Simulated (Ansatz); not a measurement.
Start from `[SiH3][O][AlH][SiH3]` and change one atom or group to get `[SiH3][O][AlH][O][SiH3]`.

Ansatz, PBE0-D4/def2-TZVP geometries, multiplicity 1. Each molecule was computed in one conformer, which needn't be the lowest.

| property | `[SiH3][O][AlH][SiH3]` |
| --- | --- |
| HOMO–LUMO gap (B3LYP/def2-TZVPP) / eV | 5.58 |
| HOMO energy (PBE0/def2-TZVPP) / eV | -7.57 |
| size of the dipole moment (ωB97M-V/def2-TZVPP) / D | 0.31 |
| HOMO–LUMO gap (PBE0/def2-TZVPP) / eV | 5.95 |
| size of the dipole moment (B3LYP/def2-TZVPP) / D | 0.30 |
| size of the dipole moment (PBE/def2-TZVPP) / D | 0.30 |

Q: Give the same properties after the change, and the shifts. (Estimate.)

A: Ansatz gave: 
| property | `[SiH3][O][AlH][O][SiH3]` | shift |
| --- | --- | --- |
| HOMO–LUMO gap (B3LYP/def2-TZVPP) / eV | 7.74 | 2.16 |
| HOMO energy (PBE0/def2-TZVPP) / eV | -8.69 | -1.12 |
| size of the dipole moment (ωB97M-V/def2-TZVPP) / D | 0.23 | -0.08 |
| HOMO–LUMO gap (PBE0/def2-TZVPP) / eV | 8.19 | 2.24 |
| size of the dipole moment (B3LYP/def2-TZVPP) / D | 0.21 | -0.09 |
| size of the dipole moment (PBE/def2-TZVPP) / D | 0.26 | -0.04 |

With PBE0 the HOMO falls by 1.12 eV and the LUMO rises by 1.12 eV, so the gap widens by about 2.24 eV. PBE moves the HOMO by -0.81 eV and ωB97M-V by -1.41 eV. Dipoles are sizes alone; their direction can turn.

B3LYP here is the variant with VWN-RPA as its local correlation; programs differ in this.
